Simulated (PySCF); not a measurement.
Be(Me) (CH3Be), SMILES [Be][CH3], multiplicity 2.

Geometry: TPSSh-D3(BJ)/def2-TZVPD. The spin state was assumed, not searched. The isomer is the one that the SMILES or the coordinates give; other isomers of the formula were not compared.

These are IEF-PCM-PBE0/def2-TZVPD (PySCF) values and carry that method's errors.

The values are the electrostatic part of the solvation free energy, E(continuum) − E(gas) at the gas-phase geometry, in a cavity of scaled van der Waals radii (PySCF's table); cavitation and dispersion terms are not included. A continuum can't describe solvent molecules that bind to the metal. The dipole moment in vacuum is 0.31 D.

Task: Estimate the values in water (ε = 78.36), 1-octanol (ε = 9.86), n-hexane (ε = 1.88). (Estimate from the structure and the level; the computed values follow.)

Result: 
```json
[
 {"solvent": "water", "ε": "78.36", "ΔG(elec) (kcal/mol)": "-2.0", "dipole (D)": "0.20"},
 {"solvent": "1-octanol", "ε": "9.86", "ΔG(elec) (kcal/mol)": "-1.7", "dipole (D)": "0.22"},
 {"solvent": "n-hexane", "ε": "1.88", "ΔG(elec) (kcal/mol)": "-0.7", "dipole (D)": "0.27"}
]
```
